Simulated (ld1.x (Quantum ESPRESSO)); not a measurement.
Before and after: TM potential for hafnium (Hf)

| Property | Result |
| --- | --- |
| Element | Hf (Z = 72) |
| Generator | ld1.x (Quantum ESPRESSO) 7.5 |
| Type | norm-conserving Troullier–Martins (Kleinman–Bylander form) |
| Functional | PBE |
| Relativity | scalar-relativistic |
| Frozen core | [Kr] 4d10 4f14 |
| Valence charge | 12 |
| Reference configuration | 5s2 5p6 5d2 6s0 6p0 (charge +2) |
| Partial waves | 5p (bound): rc 1.20 bohr; 5d (bound): rc 2.60 bohr; 5s (bound): rc 1.05 bohr |
| Local potential | the s channel |
| Core correction | Bessel-smoothed model core, default radius (core density twice the valence density) |

Change: wave 5d (bound): rc 2.60 bohr becomes 5d (bound): rc 3.28 bohr.

Cutoffs: the cutoffs (Ry, on a coarse ladder) from which the occupation-weighted sum of valence levels, in a spherical-Bessel basis at the reference potential, stays within 10 and 1 mRy of its value at 400 Ry; they do not see the model core or the augmentation charge, which bear on the density cutoff. Errors are all-electron minus pseudo energies relative to the spin-unpolarised reference configuration.

Question: What does the change do?

Answer: The potential gets neither clearly harder nor softer (100 Ry and 180 Ry → 100 Ry and 180 Ry); the s channel sets the loose cutoff, while the largest relative change is in d, which becomes softer; of the 7 tests that both files solve, the error grows in 1 and shrinks in 2 by more than 15 % and 0.3 meV (median size 93.9 → 95.5 meV); neither file shows a bound ghost.

```csv
quantity,base,changed
"cutoff, loose",100 Ry,100 Ry
"cutoff, tight",180 Ry,180 Ry
loose cutoff by channel (10 mRy a level),"p 50 Ry, d 18 Ry, s 90 Ry","p 50 Ry, d 15 Ry, s 90 Ry"
bound ghosts,none,none
"error for 5s2 5p6 5d2 6s2 6p0, meV [ΔE -22.16 eV]",+111,+96
"error for 5s2 5p6 5d2 6s1 6p0, meV [ΔE -14.18 eV]",+71,+64
"error for 5s2 5p6 5d1 6s0 6p0, meV [ΔE 21.79 eV]",-34,+14
"error for 5s2 5p6 5d3 6s0 6p0, meV [ΔE -12.17 eV]",-12,-2.1
"error for 5s2 5p6 5d1 6s2 6p0, meV [ΔE -15.66 eV]",+161,+179
"error for 5s2 5p6 5d1 6s2 6p1, meV [ΔE -20.19 eV]",+151,+170
"error for 5s1 5p6 5d2 6s2 6p0, meV [ΔE 50.93 eV]",-94,-140
```
